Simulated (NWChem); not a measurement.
# GeH$_{2}$OCl$_{2}$; SMILES [OH][GeH]([Cl])[Cl]

```xyz
6

Ge    -0.3494     0.3315     0.0000
O     -1.8640    -0.5962     0.0000
Cl     0.8390    -0.1793     1.7400
Cl     0.8390    -0.1793    -1.7400
H     -0.7368     1.8179     0.0000
H     -1.6976    -1.5587     0.0000
```
Atoms are numbered in this order, from 1.

Program: NWChem. All runs use the structure optimised with PBE-D3(BJ)/def2-SVP.

Task: Among these, which level gives the highest value of “highest occupied level (eV)”?
A) PBE/def2-SVP
B) PBE/pcseg-2
C) PBE/pcseg-1
D) PBE/STO-3G

Result: D, PBE/STO-3G. Values: PBE/pcseg-2 -7.77; PBE/pcseg-1 -7.77; PBE/def2-SVP -7.43; PBE/STO-3G -3.68
